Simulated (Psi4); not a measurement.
Approach curve of the dimer CH4 ··· CH5N (SMILES C and CN). Monomers: optimised at B3LYP-D3(BJ) (def2-TZVP), held rigid. Orientation: lowest of the rigid-body minima from ten starts at GFN2-xTB. Only R, the distance of the centres of mass, is varied, so the lowest point isn't the relaxed dimer.

Levels of theory: SCS-MP2/aug-cc-pVDZ = DF-SCS-MP2/aug-cc-pVDZ, frozen core, counterpoise-corrected in Psi4; SAPT0/jun-cc-pVDZ, frozen core (Psi4).

Interaction energies in kcal/mol:

```
R / Å  SCS-MP2/aug-cc-pVDZ
-----  -------------------
3.10                 10.44
3.29                  5.06
3.48                  2.13
3.70                  0.44
3.90                 -0.23
4.12                 -0.51
4.38                 -0.55
4.71                 -0.45
5.19                 -0.29
5.91                 -0.13
6.87                 -0.05
8.19                 -0.02
```

**Question.** What does SAPT0/jun-cc-pVDZ give at the same points?

**Answer.** 3.10: 8.14; 3.29: 3.68; 3.48: 1.30; 3.70: -0.02; 3.90: -0.49; 4.12: -0.63; 4.38: -0.59; 4.71: -0.46; 5.19: -0.28; 5.91: -0.13; 6.87: -0.05; 8.19: -0.02 (kcal/mol).
